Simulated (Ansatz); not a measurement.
The same path of CH3ClZn + H2 (8 atoms, charge 0, multiplicity 1) was run twice with different band settings. Lost on the way: Zn1–C2, H7–H8. Made: Zn1–H7, C2–H8.

Computed with Ansatz, RHF/def2-SVP.

Relaxed end points:

```xyz
8
Properties=species:S:1:pos:R:3
Zn 0.224 -0.202 0.610
C 0.628 -0.561 2.517
H -0.249 -0.959 3.032
H 1.437 -1.288 2.614
H 0.933 0.354 3.029
Cl -0.205 0.179 -1.467
H -2.364 2.098 -0.226
H -2.798 2.483 0.246
```

```xyz
8
Properties=species:S:1:pos:R:3
Zn -0.958 0.858 -1.128
C 0.008 -0.015 2.766
H -0.327 -0.898 3.310
H 0.333 -0.308 1.768
H 0.843 0.442 3.297
Cl 0.622 -0.570 -1.420
H -2.105 1.895 -0.939
H -0.812 0.701 2.700
```

Common settings: movable images 9; climbing image yes; spring 5.0 eV/Å²; optimiser quadratic models (default); force threshold 0.03 eV/Å; iteration limit 60; end points relaxed.

| run | start path |
| --- | --- |
| 1 | through a guess of the saddle point |
| 2 | straight line |

Problem. What does each run give, and how far can it be trusted?

Solution. Run 1: converged after 12 iterations, highest image 2.447 eV above the first end. Neighbouring images differ by up to 2.1 eV, so the band resolves the path poorly. A vibrational analysis at the climbing image gives 2 clearly imaginary modes (2037i, 139i cm⁻¹): a point of higher order. A lower path may pass nearby, or the ends, which weren't checked, may share the extra mode.
Run 2: converged after 18 iterations, highest image 2.447 eV above the first end. Neighbouring images differ by up to 2.4 eV, so the band resolves the path poorly. Another band between the same ends (9 images) ends at a top of the same energy, where a vibrational analysis finds 2 clearly imaginary modes.
The orbitals stay closed-shell, which can raise the energy where a bond breaks towards radicals; this wasn't checked here.
